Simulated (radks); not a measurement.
Removal energies from the titanium ion Ti6+, [Ne] 3s2 3p(1/2: 2, 3/2: 2), by Delta-SCF beside the eigenvalue of the level emptied. All-electron calculation, Dirac Kohn-Sham, PBE, spin-unpolarised, spherical densities, finite nucleus; Fermi nuclear charge, rms radius of each element as measured or else 0.836 A^(1/3) + 0.57 fm. Program: a radial shooting solver on a logarithmic mesh with Libxc functionals. Sub-shells are occupied by j as written (lower j first in brackets).

removed from,final configuration,Delta-SCF (eV),-eigenvalue (eV)
3p3/2,"[Ne] 3s2 3p(1/2: 2, 3/2: 1)",143.17,131.87
3p1/2,"[Ne] 3s2 3p(1/2: 1, 3/2: 2)",144.07,132.71
3s1/2,"[Ne] 3s1 3p(1/2: 2, 3/2: 2)",169.00,157.39
2p3/2,"[He] 2s2 2p(1/2: 2, 3/2: 3) 3s2 3p(1/2: 2, 3/2: 2)",584.67,551.59
